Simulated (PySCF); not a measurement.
ITl, charge +1, doublet, at a GFN2-xTB geometry (such geometries of metal compounds can be far from the true shape) (a state made from the parent by changing its charge; the spin is typed, not shown lowest) (core potentials on I, Tl). Base run: HF/def2-SVPD run with PySCF.

PySCF was given this input:
```python
from pyscf import gto, scf, solvent

mol = gto.Mole()
mol.atom = '''
    Tl   -0.00000000   -0.00000000   -1.39728032
    I     0.00000000    0.00000000    2.13546614
'''
mol.basis = 'def2-svpd'
mol.ecp = {'I': 'def2-svpd', 'Tl': 'def2-svpd'}
mol.charge = 1
mol.spin = 1
mol.verbose = 4
mol.build()

mf = scf.UHF(mol)
mf.kernel()
```

Variants of this job, named by their change:

```tsv
change	ΔE vs base (kcal/mol)
base	0.000
model = IEF-PCM; solvent = water; r_probe = 0.5	-54.16
model = IEF-PCM; solvent = chloroform	-54.34
model = IEF-PCM; solvent = water; vdw_scale = 1.1	-78.9
model = C-PCM; solvent = water	-69.4
model = IEF-PCM; solvent = tetrahydrofuran	-60.07
model = IEF-PCM; solvent = water	-69.3
model = ddCOSMO; solvent = water	-68.2
model = IEF-PCM; solvent = water; lebedev_order = 41	-69.4
model = IEF-PCM; solvent = methanol	-67.9
model = IEF-PCM; solvent = water; lebedev_order = 11	-69.2
model = IEF-PCM; solvent = water; vdw_scale = 1.0	-92.4
```

The base is the gas phase, so ΔE is the electrostatic part of solvation at a fixed geometry, without cavity and dispersion terms.

Open shells are given as the SCF converged; they aren't shown to be the lowest states, and a large step between rows can be another state.
